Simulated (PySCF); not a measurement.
## Spectroscopy problems

PySCF 2.14.0 with density-fitted response routines calculation with PBE0/pcSseg-1 with gauge-including orbitals and coordinates at the GFN2-xTB level; one conformer, relativity neglected, no solvent model, rapidly exchanging positions averaged.

Chemical shifts δ = σref − σ; ¹H (31.72 ppm), ¹³C (186.93 ppm) vs TMS, all at this level. Where no couplings were computed, multiplicities follow the n + 1 count of equivalent neighbours, and m marks all less simple cases (inequivalent or close neighbours, rings, F or P nearby). Shifts are as computed. Against solution values, carbons near 30 ppm lie about +3 ppm off and those near 130 ppm about +5 ppm. Of 1309 compounds with measured shifts, 239 miss one by over three times the rms of a fit or turn the order of signals round; such compounds aren't used in these exercises.

(1) C5H9NOSi. ¹H NMR (400 MHz, computed): δ 4.67 (m, 1H), 4.28 (m, 1H), 4.28 (m, 1H), 3.98 (m, 1H), 3.53 (m, 1H), 1.46 (m, 1H), 1.22 (m, 1H), 0.98 (m, 1H), 0.54 (m, 1H). ¹³C{¹H} NMR (computed): δ 123.8 (C), 71.5 (CH2), 67.6 (CH), 17.4 (CH2), 10.4 (CH2). What is it?

(2) C5H9NOSi. ¹H NMR (400 MHz, computed): δ 4.92 (m, 1H), 4.44 (m, 1H), 3.87 (s, 3H), 1.31 (m, 1H), 0.77 (m, 1H), 0.63 (m, 1H), 0.54 (m, 1H). ¹³C{¹H} NMR (computed): δ 127.0, 54.1, 17.4, 7.8, -1.4. Identify the compound.

## Answers

(1) `InChI=1S/C5H9NOSi/c6-3-5-4-8-2-1-7-5/h5H,1-2,4,8H2/t5-/m1/s1`. Rings plus π bonds: 3 (1 ring in the answer). 5 carbon signals for 5 carbons: no two carbons are equivalent. Carbon types of the structure: 1 × C, 1 × CH, 3 × CH2, leaving 2 H on heteroatoms. δC 123.8: nitrile carbon; typical of a nitrile. δC 71.5: sp3 CH2 bonded to O; the inductive effect lowers its shielding. δC 67.6: sp3 CH bonded to O, α to a nitrile; the inductive effect lowers its shielding. δH 3.98: hydrogen on an sp3 CH bonded to O, α to a nitrile; its carbon carries O, which withdraws density.

The shifts were computed for this structure.

(2) SMILES CO[SiH2][C@@H]1C[C@H]1C#N. Rings plus π bonds: 3 (1 ring in the answer). 5 carbon signals for 5 carbons: no two carbons are equivalent. Carbon types of the structure: 1 × C, 2 × CH, 1 × CH2, 1 × CH3, leaving 2 H on heteroatoms. δC 127.0: nitrile carbon; C≡N carbons fall here, among the sp2 signals but without a proton. δC 54.1: methyl carbon bonded to O; the inductive effect lowers its shielding. δC 17.4, 7.8, -1.4: three-membered-ring carbon; carbons of three-membered rings are unusually shielded. δH 1.31, 0.77, 0.63, 0.54: hydrogen on a three-membered-ring carbon; cyclopropane-type protons are shielded by the ring.

This is the structure that produced the data.
